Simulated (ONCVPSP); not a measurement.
Scattering properties, ONCV potential for technetium (Tc)

| Item | Value |
| --- | --- |
| Element | technetium (Tc) |
| Generator | ONCVPSP 4.0.1 |
| Type | optimised norm-conserving Vanderbilt (ONCV) |
| Functional | PW91 |
| Relativity | scalar-relativistic |
| Frozen core | [Ar] 3d10 4s2 |
| Valence charge | 13 |
| Reference configuration | 4p6 4d5 5s2 |
| Partial waves | 5s: rc 2.85 bohr, ncon 3, nbas 6, qcut 2.3 1/bohr, 2 projectors, debl 0.4 Ha; 4p: rc 1.45 bohr, ncon 3, nbas 8, qcut 8.5 1/bohr, 2 projectors, debl 2 Ha; 4d: rc 1.45 bohr, ncon 4, nbas 8, qcut 6.6 1/bohr, 2 projectors, debl 3.8 Ha |
| Local potential | polynomial inside 1.15 bohr (lpopt 4, dvloc0 0 Ha) |
| Core correction | Teter function fitted to the true core (icmod 2), fcfact 0.5 |

The phase is arctan(r·R′/R) of the radial function R(r), unwrapped; energies in Ha, scanned from -3 to 5 Ha. A pole is an energy at which the radial function vanishes at the test radius. The pseudo phase is shifted by a multiple of π to meet the all-electron one at the reference energy, and phase errors are pseudo minus all-electron; the curves can meet again beyond the range given. Levels narrower than the energy grid can be missing from the lists of poles.

| channel | radius (bohr) | reference energy (Ha) | poles, all-electron | poles, pseudo | unbroken range about the reference energy with phases within 0.05 rad | phase error 1 Ha above the reference energy (rad) |
| --- | --- | --- | --- | --- | --- | --- |
| s | 2.89 | -0.19 | -2.69, 0.69, 4.35 | 0.69, 2.98 | -2.7 to 1.6 | -0.001 |
| p | 1.47 | -1.67 | -0.15 | -0.15 | the whole range | -0.000 |
| d | 1.47 | -0.25 | 2.08 | 2.08 | the whole range | -0.000 |

Note: ghosts flagged at negative energy: s at -89.0 eV; no localised positive-energy state flagged. A true bound ghost makes a file unfit for plane-wave use.

Phases in the d channel:

```tsv
E (Ha)	all-electron	pseudo
-2.98	1.082	1.081
-2.54	0.993	0.992
-2.10	0.853	0.852
-1.66	0.612	0.612
-1.22	0.185	0.184
-0.78	-0.410	-0.410
-0.34	-0.883	-0.883
0.10	-1.155	-1.155
0.54	-1.313	-1.313
0.98	-1.415	-1.416
1.42	-1.489	-1.489
1.86	-1.546	-1.546
2.30	-1.595	-1.595
2.74	-1.639	-1.639
3.18	-1.683	-1.683
3.62	-1.731	-1.731
4.06	-1.786	-1.786
4.50	-1.856	-1.856
4.94	-1.955	-1.955
```
